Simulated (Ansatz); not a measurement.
Mulliken charges of `[CH3][Al]([Cl])[BH]O` from PBE/def2-TZVPP in Ansatz (PBE0-D4/def2-TZVP geometry).

```
atom   x (Å)   y (Å)   z (Å)  charge (e)
  C1   0.569  -1.655   0.948      -0.420
 Al2   0.372  -0.375  -0.507       0.422
 Cl3   1.496  -0.811  -2.254      -0.267
  B4  -0.848   1.384  -0.624      -0.002
  O5  -0.464   2.482   0.073      -0.201
  H6   1.623  -1.769   1.219       0.100
  H7   0.016  -1.366   1.845       0.097
  H8   0.217  -2.644   0.637       0.097
  H9  -1.855   1.462  -1.290      -0.029
 H10  -1.046   3.240  -0.044       0.203
```

**Question.** By hand: the dipole of these point charges (1 e Å = 4.8032 D).

**Answer.** Σ q r = (-0.360, 0.301, 0.367) e Å, of length 0.596 e Å = 2.86 D.

**Question.** How does the dipole of the full density compare? (Best estimate.)

**Answer.** Computed: (-0.393, 0.325, 0.321) e Å, 2.89 D; the point charges give 0.99 times that, at 6° from its direction.

Point charges leave out the atoms' own dipoles, such as those of lone pairs, and Mulliken's split depends on the basis, so the close match here is no proof of good charges.
